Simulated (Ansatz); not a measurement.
HgF2⁻. Charge -1, multiplicity 2. Geometry B3LYP-D4/def2-TZVP, that of the neutral singlet; atoms count from 1.

Cartesian coordinates in Å:
```
Hg 0.0000 0.0000 0.0000
F 0.7686 -0.8787 -1.5433
F -0.7685 0.8787 1.5433
```

In the def2 sets Hg takes a core potential; there is no spin–orbit coupling. The highest occupied level of the charge -1 doublet lies above zero (up to 1.45 eV). By energy differences its removal costs 0.53 eV (vertical, to the charge 0 singlet, at PBE0-D4/def2-TZVPD); a positive level beside a positive removal energy at the same level points to self-interaction error. The structure comes from a short search, and lower isomers may exist.

Estimate the Mulliken populations from the PBE0/def2-TZVPD orbitals of Ansatz.


```
atom  charge (e)  spin (α − β)  d electrons
 Hg1       -0.38          1.42         9.81
  F2       -0.31         -0.21            –
  F3       -0.31         -0.21            –
```
Mulliken values and Mayer orders depend strongly on the basis. With diffuse functions, as here, like atoms can get unlike values, and bond orders can come out too low or too high.

Where does the spin sit?

Summed by element: Hg 1.42, F -0.42, of 1 unpaired in all. Largest on single atoms: Hg1 1.42, F2 -0.21, F3 -0.21.
